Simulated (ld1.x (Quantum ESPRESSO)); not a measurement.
## Co RRKJ: all-electron and pseudo phase curves

* Element: cobalt (Co)
* Generator: ld1.x (Quantum ESPRESSO) 7.5
* Type: norm-conserving RRKJ (Kleinman–Bylander form)
* Functional: PBEsol
* Relativity: scalar-relativistic
* Frozen core: [Ne]
* Valence charge: 17
* Reference configuration: 3s2 3p6 3d7 4s0.5 4p0 (charge +1.5)
* Partial waves: 3p (bound): rc 1.30 bohr; 3d (bound): rc 1.45 bohr; 3s (bound): rc 0.90 bohr
* Local potential: the s channel
* Core correction: none

Occupied shells without a wave of their own: 4s. They enter only through the test configuration that unscreens the potential.

The phase is arctan(r·u′/u) with u = r·R(r), unwrapped; energies in Ry, scanned from -11 to 5 Ry. A pole is an energy at which the radial function vanishes at the test radius. The pseudo phase is shifted by a multiple of π to meet the all-electron one at the reference energy, and phase errors are pseudo minus all-electron; the curves can meet again beyond the range given. Levels narrower than the energy grid can be missing from the lists of poles.

```json
{"channel": "s", "radius (bohr)": "1.60", "reference energy (Ry)": "-8.52", "poles, all-electron": "-8.20", "poles, pseudo": "-8.20", "unbroken range about the reference energy with phases within 0.05 rad": "below -0.5", "phase error 1 Ry above the reference energy (rad)": "-0.000"}
{"channel": "p", "radius (bohr)": "1.60", "reference energy (Ry)": "-5.83", "poles, all-electron": "-5.36", "poles, pseudo": "-5.36", "unbroken range about the reference energy with phases within 0.05 rad": "below 2.1", "phase error 1 Ry above the reference energy (rad)": "-0.000"}
{"channel": "d", "radius (bohr)": "1.60", "reference energy (Ry)": "-1.61", "poles, all-electron": "-0.71", "poles, pseudo": "-0.69", "unbroken range about the reference energy with phases within 0.05 rad": "below 2.0", "phase error 1 Ry above the reference energy (rad)": "+0.006"}
```

Phases in the d channel:

| E (Ry) | all-electron | pseudo |
| --- | --- | --- |
| -11.00 | 1.374 | 1.375 |
| -10.52 | 1.369 | 1.370 |
| -10.04 | 1.364 | 1.364 |
| -9.56 | 1.358 | 1.359 |
| -9.08 | 1.352 | 1.352 |
| -8.60 | 1.345 | 1.345 |
| -8.12 | 1.337 | 1.337 |
| -7.64 | 1.328 | 1.329 |
| -7.16 | 1.318 | 1.319 |
| -6.68 | 1.306 | 1.308 |
| -6.20 | 1.293 | 1.294 |
| -5.72 | 1.277 | 1.279 |
| -5.24 | 1.258 | 1.260 |
| -4.76 | 1.233 | 1.236 |
| -4.28 | 1.201 | 1.204 |
| -3.80 | 1.155 | 1.159 |
| -3.32 | 1.085 | 1.089 |
| -2.84 | 0.954 | 0.961 |
| -2.36 | 0.637 | 0.645 |
| -1.88 | -0.340 | -0.337 |
| -1.40 | -1.221 | -1.220 |
| -0.92 | -1.506 | -1.502 |
| -0.44 | -1.634 | -1.627 |
| 0.04 | -1.714 | -1.703 |
| 0.52 | -1.775 | -1.759 |
| 1.00 | -1.831 | -1.808 |
| 1.48 | -1.888 | -1.856 |
| 1.96 | -1.952 | -1.905 |
| 2.44 | -2.030 | -1.962 |
| 2.92 | -2.133 | -2.030 |
| 3.40 | -2.280 | -2.116 |
| 3.88 | -2.502 | -2.231 |
| 4.36 | -2.837 | -2.391 |
| 4.84 | -3.277 | -2.620 |
